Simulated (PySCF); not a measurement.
# Ionisation energy of S²⁺ by level of theory

S²⁺ [Ne] 3s2 3p2 (3P) → S³⁺ [Ne] 3s2 3p1 (2P), as a difference of total energies. Computed with PySCF 2.14 in aug-cc-pCVTZ-DK (8s7p5d3f, 75 functions), with scalar relativity by spin-free X2C-1e. Correlated levels: valence and next inner shell: 1s2 frozen. The calculations carry no spin-orbit coupling.

```tsv
method	ionisation energy (eV)
UHF	34.149
MP2 (valence and next inner shell)	34.675
SCS-MP2 (valence and next inner shell)	34.574
CCSD (valence and next inner shell)	34.711
CCSD(T) (valence and next inner shell)	34.739
```

**Question.** How much does correlation contribute at CCSD(T) (valence and next inner shell)?

**Answer.** 34.739 − (34.149) = 0.590 eV, measured against UHF.

A first-order spin-orbit estimate (lowest level to lowest level, LS coupling) adds -0.009 eV.

Errors of the correlated levels include the incompleteness of this basis and the frozen core.

For comparison: 34.86 ± 0.04 eV (semi-empirical (NIST evaluation); NIST Atomic Spectra Database, ionization energies).
